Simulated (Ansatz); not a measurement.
```yaml
crystal:
  periodic: [false, false, false]
  atoms:
    - {symbol: F, position_ang: [0.726555, -1.659303, 1.426469]}
    - {symbol: Si, position_ang: [0.900728, -0.866614, 0.085320]}
    - {symbol: F, position_ang: [0.796989, -1.858881, -1.123825]}
    - {symbol: F, position_ang: [2.305514, -0.171121, 0.069775]}
    - {symbol: Ge, position_ang: [-0.806172, 0.783330, -0.091582]}
    - {symbol: F, position_ang: [-0.769486, 1.908069, 1.197433]}
    - {symbol: F, position_ang: [-0.684673, 1.701854, -1.530174]}
    - {symbol: F, position_ang: [-2.377354, 0.105566, -0.089116]}
basis:
  gaussian: {orbitals: x2c-TZVPPall}
total_charge: -2
hamiltonian: {xc: {name: PBE0}, dispersion: d3bj}
output: {forces: true}
```

```sh
$ ansatz run in.yaml --threads 8 --pin off --events-out ev --progress --plain --max-ram 18278MiB
```

It prints (some lines left out):

```
Functional definition: PBE0
1660 factors; their error is unknown
mean field evaluation 1: about -81302.9695 eV, gradient 2.7e1 eV
mean field evaluation 2: about -81301.4155 eV, gradient 4.2e1 eV
mean field evaluation 4: about -81304.3962 eV, gradient 3.3e0 eV
mean field evaluation 8: about -81304.4194 eV, gradient 2.4e-1 eV
mean field evaluation 16: about -81304.6177 eV, gradient 4.3e-3 eV
mean field evaluation 32: about -81304.6177 eV, gradient 1.8e-5 eV
mean field -81304.61766567 eV, -2987.8895889642 hartree, gradient 1.8e-5 eV, S^2 0.000000; 6 other end points of the search recorded, 0 dependent functions left out
reference -81304.61769720 eV, -2987.8895901228 hartree; 51, 51 occupied and 225, 225 virtual orbitals, 1660 factors
Total energy: -81304.76526699 eV, -2987.8950132127 hartree
Relativity: scalar
Atom 0 at     0.726555    -1.659303     1.426469 Å, force    -0.249372    -1.718200     2.744615 eV/Å
Atom 1 at     0.900728    -0.866614     0.085320 Å, force     0.528371    -0.510776     0.052989 eV/Å
Atom 2 at     0.796989    -1.858881    -1.123825 Å, force    -0.104241    -2.126674    -2.453783 eV/Å
Atom 3 at     2.305514    -0.171121     0.069775 Å, force     2.969830     1.315163    -0.020342 eV/Å
Atom 4 at    -0.806172     0.783330    -0.091582 Å, force     0.170140    -0.163123     0.021116 eV/Å
Atom 5 at    -0.769486     1.908069     1.197433 Å, force     0.304996     2.929425     3.602134 eV/Å
Atom 6 at    -0.684673     1.701854    -1.530174 Å, force     0.540212     2.352854    -3.973463 eV/Å
Atom 7 at    -2.377354     0.105566    -0.089116 Å, force    -4.159936    -2.078669     0.026734 eV/Å
Dipole moment:    -0.071092     0.068673    -0.007444 e Å
```

In this input the charge is far from anything that the molecule holds. Self-consistency was reached. The result belongs to that input, not to the molecule as meant.
